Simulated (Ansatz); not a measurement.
`F[Si](F)(F)[SiH](Cl)Cl` + `[OH][GeH3]` → `Cl[SiH](Cl)[O][GeH3]` + `F[SiH](F)F` at 298.15 K and 1 bar (cleavage of the Si–Si bond).

Isolated molecules relaxed with PBE0-D4/def2-TZVP in Ansatz; ΔE leaves out vibrations. CCSD(T)/CBS adds triple-zeta CCSD(T) − MP2 to the extrapolated MP2 energy (def2 sets, frozen cores). For Ge outer-core shells are correlated without core-valence functions, which leaves a few kJ/mol of doubt a bond. Scalar relativity is left out up to krypton. One conformer a species, not always the lowest.

| species | CCSD(T)/CBS energy (Eh) | H − E (kJ/mol) | S (J/(mol·K)) |
| --- | --- | --- | --- |
| `F[Si](F)(F)[SiH](Cl)Cl` | -1798.00739 | 85.9 | 416.8 |
| `[OH][GeH3]` | -2153.69723 | 109.3 | 272.0 |
| `Cl[SiH](Cl)[O][GeH3]` | -3362.49847 | 131.2 | 404.5 |
| `F[SiH](F)F` | -589.26725 | 60.9 | 277.9 |

H − E and S are ideal-gas, rigid-rotor, harmonic terms from PBE0-D4/def2-TZVP, for one conformer and one mirror image of each species. 1 Eh = 2625.50 kJ/mol, R = 8.31446 J/(mol·K).

Task: By hand: ΔE, ΔH, ΔS and ΔG.

Result: ΔE = (-3362.49847) + (-589.26725) − (-1798.00739) − (-2153.69723) = -0.06110 Eh = -160.4 kJ/mol. Δ(H − E) = 131.2 + 60.9 − 85.9 − 109.3 = -3.1, so ΔH = -163.5 kJ/mol. ΔS = 404.5 + 277.9 − 416.8 − 272.0 = -6.4 J/(mol·K). ΔG = -163.5 − 298.15 × (-6.4)/1000 = -161.6 kJ/mol.

Task: By hand: the equilibrium constant, and the temperature at which ΔG would vanish if ΔH and ΔS stayed fixed.

Result: log₁₀ K = −ΔG/(RT ln 10) = 28.3. ΔG = 0 at ΔH/ΔS = 25547 K, far beyond where these terms or the molecules hold.

The number of gas molecules stays the same, so ΔS is small and ΔH decides. A doubt of 5 kJ/mol in ΔE shifts log₁₀ K by 0.9 here. Other conformers and mirror images would add mixing entropy, several J/(mol·K) or more a flexible species. Modes under 60 cm⁻¹, often nearly free rotors, make the harmonic entropy too high. These are equilibria of isolated gas molecules and say nothing of rates. Largest T1 diagnostic: 0.012 (customary marks: 0.02 for closed shells, 0.045 for open ones).
